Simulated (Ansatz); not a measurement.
Cdn (charge -1): PBE0/def2-TZVPD single points in Ansatz on relaxed structures, gas phase. Each cluster is the lowest isomer that a short search found in that spin, judged at the geometry's level, and lower ones may exist. Core potentials for Cd, no spin–orbit coupling. HOMO and LUMO are taken over both spins. The spins of the ions were chosen, not always searched. A dash marks a value that wasn't run or was left out as unsound. The structures are stationary points that may keep the symmetry of their start. Remarks come from the PBE and PBE0 runs and from stability tests at other levels; not every state was tested. A HOMO above zero means that the electron is unbound at that level and held by the basis, or that self-interaction error raises the level; the energy of removing that electron tells which. HOMO above LUMO (over both spins in singlets and doublets, within one spin in higher multiplets; at PBE or PBE0), or a gap under 0.15 eV within one spin, warns that the state may not be the lowest or that an electron is smeared out.

```
species  atoms                          state           geometry  HOMO (eV)  vertical IE (eV)  lowest of the spins relaxed  point group (within 0.1 Å)                                                                                                            remarks
   Cd3⁻      3  doublet; oxidised ion singlet  r2SCAN/def2-TZVPD       0.82              0.51  doublet, of doublet/quartet                         D3h                                                          HOMO above zero at PBE or PBE0, HOMO above zero (quartet)
   Cd4⁻      4  doublet; oxidised ion singlet     PBE0/def2-SVPD       0.45              0.77  doublet, of doublet/quartet                         D2h  HOMO above zero at PBE or PBE0, HOMO above zero (quartet), gap within one spin near zero at PBE or PBE0 (quartet)
   Cd5⁻      5                        doublet      PBE/def2-SVPD       0.14                 –                            –                          Cs                                                                                     HOMO above zero at PBE or PBE0
```
